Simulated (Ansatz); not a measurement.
System: trichloro(hydroxy)silane, sum formula HSiOCl3, net charge 0, singlet state. 
Geometry from a B3LYP-D3(BJ)/def2-TZVP (Ansatz, an electronic-structure program) optimisation:
SMILES: [Si](Cl)(O)(Cl)Cl
```xyz
6

Si     0.2280    -0.0390     0.1385
Cl     0.3609     1.6070    -1.0631
Cl    -0.2065    -1.6452    -1.0459
Cl    -1.2385     0.2241     1.5130
O      1.6023    -0.2744     0.9646
H      2.4188    -0.4195     0.4774
```
Charge 0, spin multiplicity 1.

Total electronic energies in hartree. Cores are frozen in the correlated levels unless marked. No spin-orbit coupling. No relativistic terms. CBS marks a two-point X^-3 extrapolation of the correlation energy; Hartree-Fock from the larger set.

| level | program | energy (Eh) |
|---|---|---|
| HF/cc-pV(T+d)Z | Ansatz | -1743.21261 |
| HF/cc-pV(Q+d)Z | Ansatz | -1743.23359 |
| RI-HF/aug-cc-pV(Q+d)Z | Ansatz | -1743.23399 |
| RI-HF/cc-pV(Q+d)Z | Ansatz | -1743.23335 |
| PBE/def2-TZVPD | Ansatz | -1745.43276 |
| PBE0/STO-3G | Ansatz | -1726.05382 |
| PBE0-D3(BJ)/def2-TZVP | Ansatz + dftd3 | -1745.57558 |
| PBE0/def2-QZVPP | Ansatz | -1745.62498 |
| BHLYP-D3(BJ)/def2-TZVPD | Ansatz + dftd3 | -1746.20133 |
| r2SCANh/def2-TZVPD | Ansatz | -1746.06585 |
| CAM-B3LYP-D4/def2-TZVPD | Ansatz + dftd4 | -1746.25714 |
| wB97X-V/def2-TZVPD | Ansatz | -1745.94842 |
| B2GP-PLYP/def2-TZVPD | Ansatz | (withheld) |
| PBE-QIDH/def2-TZVPD | Ansatz | -1745.22908 |
| MP2/6-31G* | Ansatz | -1743.65296 |
| MP2/aug-cc-pV(D+d)Z | Ansatz | -1743.87659 |
| MP2/cc-pV(D+d)Z | Ansatz | -1743.80006 |
| SCS-MP2/6-31G | Ansatz | -1743.09706 |
| SCS-MP2/cc-pV(D+d)Z | Ansatz | -1743.77369 |
| SCS-MP2/cc-pV(T+d)Z | Ansatz | -1744.10611 |
| SCS-MP2/cc-pV(Q+d)Z | Ansatz | -1744.22397 |
| CCSD/CBS(cc-pV(T+d)Z,cc-pV(Q+d)Z) | Ansatz | -1744.3388 |
| CCSD(T)/CBS(cc-pV(T+d)Z,cc-pV(Q+d)Z) | Ansatz | -1744.3922 |

### Question
Fill in the missing entries.

### Answer

- B2GP-PLYP/def2-TZVPD, energy (Eh): -1745.47872
